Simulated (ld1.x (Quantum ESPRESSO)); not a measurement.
# Reading a pseudo-wave (silicon (Si))

Columns: radius, all-electron u(r) and pseudo u(r) of the 3s shell (level -10.81 eV) of silicon in the configuration [Ne] 3s2 3p2; PBE, scalar-relativistic, TM scheme, ld1.x (Quantum ESPRESSO) 7.5.

| r (bohr) | all-electron | pseudo |
| --- | --- | --- |
| 0.082 | 0.1559 | 0.0196 |
| 0.165 | -0.0429 | 0.0402 |
| 0.248 | -0.2292 | 0.0620 |
| 0.330 | -0.3237 | 0.0854 |
| 0.413 | -0.3335 | 0.1119 |
| 0.495 | -0.2821 | 0.1413 |
| 0.578 | -0.1920 | 0.1752 |
| 0.660 | -0.0834 | 0.2133 |
| 0.742 | 0.0319 | 0.2562 |
| 0.825 | 0.1469 | 0.3047 |
| 0.908 | 0.2548 | 0.3575 |
| 0.990 | 0.3512 | 0.4127 |
| 1.072 | 0.4362 | 0.4693 |
| 1.155 | 0.5100 | 0.5255 |
| 1.238 | 0.5719 | 0.5780 |
| 1.320 | 0.6222 | 0.6242 |
| 1.402 | 0.6624 | 0.6628 |
| 1.485 | 0.6935 | 0.6935 |
| 1.568 | 0.7157 | 0.7157 |
| 1.650 | 0.7297 | 0.7297 |
| 1.733 | 0.7370 | 0.7370 |
| 1.815 | 0.7380 | 0.7380 |
| 1.898 | 0.7337 | 0.7337 |
| 1.980 | 0.7250 | 0.7250 |
| 2.062 | 0.7127 | 0.7127 |
| 2.145 | 0.6970 | 0.6970 |

Question: How many radial nodes do the two functions have?

Answer: The all-electron 3s function has n − l − 1 = 2; the pseudo-wave has 0, since the states of the same l below it are removed with the core.

Question: At about which radius was the pseudo-wave matched?

Answer: 1.65 bohr. The columns agree to 0.0005 from 1.40 bohr on; several derivatives are matched, so the curves merge somewhat inside the radius.

Question: Where does each function peak?

Answer: Outermost all-electron maximum near 1.81 bohr, pseudo maximum near 1.81 bohr (to the table’s step).

Question: Is the pseudo-wave norm-conserving?

Answer: Yes: the TM scheme keeps the norm inside the radius equal to the all-electron one, which fixes the energy derivative of the logarithmic derivative at the level.
